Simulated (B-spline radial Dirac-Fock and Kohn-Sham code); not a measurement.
K-line shifts caused by a second vacancy in Yb⁴⁺

System: Yb⁴⁺ in the configuration 1s2 2s2 2p6 3s2 3p6 3d10 4s2 4p6 4d10 4f12 5s2 5p6.

Method: ΔSCF Dirac-Fock with Breit, self-energy and vacuum polarisation, finite nucleus, configuration average. Computed with an atomic code on a B-spline grid. Each two-hole energy is an average over J within one jj subconfiguration, not an observable level; in light atoms, where LS coupling holds, the j-resolved values are not observed lines, and for a K spectator the Kα1 hypersatellite is nearly forbidden. Electron correlation is not included.

Lines without a spectator: Kα2 (K-L2) 51348.6 eV, Kα1 (K-L3) 52383.6 eV, Kβ3 (K-M2) 59147.6 eV, Kβ1 (K-M3) 59370.4 eV. Shifts in eV with one spectator hole (a dash: not computed, or left out as unreliable):

```
spectator hole     Kα2     Kα1      Kβ3      Kβ1
        K (1s)  +903.9  +964.2  +1167.7  +1181.7
    L2 (2p1/2)  +112.8  +150.0        –   +291.1
    L3 (2p3/2)   +89.6   +96.6   +226.5        –
    M2 (3p1/2)       –  +22.99    +45.6    +54.1
    M3 (3p3/2)  +13.33       –    +40.2    +40.4
    M4 (3d3/2)   +4.45   +1.04        –        –
    M5 (3d5/2)   -0.62   +3.05        –        –
```

Run: 76 s of CPU time on 1 thread of Neoverse-N1 (shared host), peak memory 0.55 GiB.
